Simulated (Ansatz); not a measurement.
One change: `CCCCl` becomes `CCCBO`.

Ansatz, PBE0-D4/def2-TZVP geometries, multiplicity 1. Each molecule was computed in one conformer, which needn't be the lowest.

```
                                          property  `CCCCl`
               HOMO–LUMO gap (PBE/def2-TZVPP) / eV     6.74
size of the dipole moment (ωB97M-V/def2-TZVPP) / D     2.02
               LUMO energy (B3LYP/def2-TZVPP) / eV     0.64
              HOMO–LUMO gap (PBE0/def2-TZVPP) / eV     9.22
             LUMO energy (ωB97M-V/def2-TZVPP) / eV     2.59
  size of the dipole moment (B3LYP/def2-TZVPP) / D     2.02
```

(1) Give the same properties after the change, and the shifts. (An estimate is asked.)

## Answers

(1) Ansatz gave: 
```tsv
property	`CCCBO`	shift
HOMO–LUMO gap (PBE/def2-TZVPP) / eV	6.12	-0.62
size of the dipole moment (ωB97M-V/def2-TZVPP) / D	1.95	-0.07
LUMO energy (B3LYP/def2-TZVPP) / eV	0.03	-0.61
HOMO–LUMO gap (PBE0/def2-TZVPP) / eV	8.56	-0.66
LUMO energy (ωB97M-V/def2-TZVPP) / eV	2.14	-0.45
size of the dipole moment (B3LYP/def2-TZVPP) / D	1.94	-0.08
```

Dipoles are sizes alone; their direction can turn.

B3LYP here is the variant with VWN-RPA as its local correlation; programs differ in this.
